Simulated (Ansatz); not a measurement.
Gas-phase electronic energies from Ansatz, PBE0-D4/def2-TZVP geometries. CBS: MP2 limit from def2 TZ/QZ plus the TZ coupled-cluster correction, frozen cores. This one scheme is used for every species. For Se outer-core shells are correlated without core-valence functions, which leaves a few kJ/mol of doubt a bond. Scalar relativity is left out up to krypton. One conformer a species, not always the lowest.

`OB(F)[SiH3]` + H₂Se → `FB([SiH3])[SeH]` + H₂O  (ligand exchange at a B–O bond)

`OB(F)[SiH3]`:

Z-matrix (Å, degrees):
```
Si
B 1 2.039
H 1 1.487 2 110.6
H 1 1.487 2 110.6 3 -120.2
H 1 1.491 2 110.3 3 119.9
F 2 1.329 1 119.2 3 60.1
O 2 1.349 1 125.2 3 -120.0
H 7 0.959 2 113.8 1 0.0
```

H₂Se:

```xyz
3

Se   -0.375   -0.511    0.259
H    -0.632    0.565   -0.704
H     1.007   -0.055    0.445
```

`FB([SiH3])[SeH]`:

```xyz
8

F    -1.378   -0.744    1.138
B    -0.245   -0.497    0.495
Si   -0.099    1.054   -0.805
Se    1.294   -1.634    0.801
H     1.268    1.115   -1.388
H    -1.087    0.892   -1.906
H    -0.384    2.336   -0.105
H     0.631   -2.522    1.771
```

H₂O:

Z-matrix (Å, degrees):
```
O
H 1 0.960
H 1 0.960 2 105.1
```

| level | ΔE (eV) |
| --- | --- |
| CCSD(T)/def2-TZVPP | 0.76 |
| HF/def2-QZVPP | 0.98 |
| SCS-MP2/def2-QZVPP | 0.74 |
| MP2/CBS(def2) | 0.64 |

Question: What does CCSD(T)/CBS give? (Best estimate.)

Answer: The calculation gave: +0.70 eV. The listed levels differ from it by 0.06, 0.28, 0.04, -0.06 eV.

Largest T1 diagnostic among the species: 0.014.

From PBE to PBE0 (25 % exact exchange), in def2-TZVPP and without D4, ΔE moves by +0.03 eV. In def2-TZVPP, CCSD(T) changes the Hartree–Fock value by −0.21 eV (the triples alone add −0.04 eV) and MP2 by −0.27 eV. The D4 term adds −0.06 eV with B3LYP and −0.03 eV with PBE0; it sums over pairs of atoms, weighted by their polarisabilities, and B3LYP, whose exchange is more repulsive, gets the larger term.

B3LYP here is the variant with VWN-RPA as its local correlation; programs differ in this.
